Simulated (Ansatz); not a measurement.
`[F][Sn]([F])([F])[SH]` + HI → `[F][Sn]([F])([F])[I]` + H₂S  (ligand exchange at the Sn–S bond)

Program: Ansatz. Geometries: PBE0-D4/def2-TZVP. ΔE: electronic, gas phase. CCSD(T)/CBS adds triple-zeta CCSD(T) − MP2 to the extrapolated MP2 energy (def2 sets, frozen cores). This one scheme is used for every species. Functionals use def2-TZVPP. B3LYP here is the variant with VWN-RPA as its local correlation; programs differ in this. Elements past krypton have def2 core potentials. For I, Sn outer-core shells are correlated without core-valence functions, which leaves a few kJ/mol of doubt a bond. Each species was taken in one conformer, which may not be the lowest.

Question: Is it downhill or uphill in electronic energy at CCSD(T)/CBS, and by how much? (An estimate is asked.)

Answer: Ansatz gave: Downhill: ΔE = -10.7 kcal/mol.

Question: What do these levels give: B97M-V, CAM-B3LYP-D4, ωB97M-V, PBE, r2SCAN, PBE0, B3LYP, MP2/def2-SVP, HF/def2-TZVPP, SCS-MP2/def2-TZVPP, CCSD(T)/def2-TZVPP, HF/CBS(def2)? (Best estimate.)

Answer: Computed: B97M-V -8.6, CAM-B3LYP-D4 -9.5, ωB97M-V -9.4, PBE -9.2, r2SCAN -9.7, PBE0 -9.6, B3LYP -9.7, MP2/def2-SVP -10.0, HF/def2-TZVPP -10.9, SCS-MP2/def2-TZVPP -9.4, CCSD(T)/def2-TZVPP -8.5, HF/CBS(def2) -11.3 kcal/mol.

Largest T1 diagnostic among the species: 0.015.

At CCSD(T), def2-SVP lies +1.3 kcal/mol from the extrapolated value and def2-TZVPP +2.2 kcal/mol. In def2-TZVPP, CCSD(T) changes the Hartree–Fock value by +2.4 kcal/mol (the triples alone add +0.2 kcal/mol) and MP2 by +1.3 kcal/mol. Leaving LDA and LC-ωPBE aside and taking each functional with its dispersion term where it has one, the values, not all of them listed here, spread over 2.2 kcal/mol, from BHLYP-D4 to B97M-V.
